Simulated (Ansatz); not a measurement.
## Counterpoise correction, worked out

The pair of H$_{2}$S (SMILES S, atoms 1–3) and AsH$_{3}$ (SMILES [AsH3], atoms 4–7), both closed shells, in one local arrangement (a lower one may exist), relaxed at PBE0-D4/def2-TZVP:

```
7
angstrom
S 0.7755 -0.2710 -2.2408
H -0.3274 -1.0327 -2.2964
H 0.0542 0.8561 -2.1448
As -0.4642 0.4515 1.2597
H 1.0418 0.5800 1.4146
H -0.6863 0.4828 2.7673
H -0.3934 -1.0667 1.2403
```

Ansatz 0.2.0; basis: def2-TZVPPD; cores frozen in the correlated methods. Filled d shells of the heavier atoms are correlated. The def2 sets are not built for correlating such inner shells, so the correlated values are less sure here.

CCSD(T) total energies in eV:

| system | geometry | basis functions | energy |
| --- | --- | --- | --- |
| pair | pair | all | -71707.00039 |
| H$_{2}$S | as in the pair | all (partner as ghosts) | -10855.53675 |
| AsH$_{3}$ | as in the pair | all (partner as ghosts) | -60851.42518 |
| H$_{2}$S | as in the pair | its own | -10855.52980 |
| AsH$_{3}$ | as in the pair | its own | -60851.41468 |
| H$_{2}$S | free (PBE0-D4 minimum) | its own | -10855.52982 |
| AsH$_{3}$ | free (PBE0-D4 minimum) | its own | -60851.41432 |

(1) Work out the interaction energy with and without the counterpoise correction, the superposition error, and the binding energy from the relaxed fragments.

T1 diagnostic: at most 0.012.

## Answers

(1) Without correction: -71707.00039 − (-10855.52980) − (-60851.41468) = -0.05591 eV.
With correction (each fragment in the whole basis): -71707.00039 − (-10855.53675) − (-60851.42518) = -0.03846 eV = -0.89 kcal/mol.
The superposition error is the difference, 0.01745 eV, 31 % of the uncorrected value: each fragment borrows its partner's functions.
Deformation from the free shapes: 0.00002 eV for H$_{2}$S and -0.00036 eV for AsH$_{3}$ (a small negative value is possible, since the free shapes are minima of another method).
Binding energy from relaxed fragments: -0.03846 + 0.00002 + (-0.00036) = -0.03880 eV = -0.89 kcal/mol (electronic, without zero-point energy; negative means bound). For comparison, the corrected interaction energy by CCSD(T) at an estimated basis limit (MP2 extrapolated from triple and quadruple zeta, plus CCSD(T) − MP2 in triple zeta) is -0.054 eV; triple zeta with the correction binds less.

For scale, one of the runs: CCSD(T)/def2-TZVPPD, 190 basis functions, launched by `ansatz run in.yaml --threads 2 --pin off --events-out ev --progress --plain --max-ram 5222MiB`. Hardware: 2 CPU threads of an Arm Neoverse V2, shared host. Wall time 46 s; peak host memory 1.9 GiB.
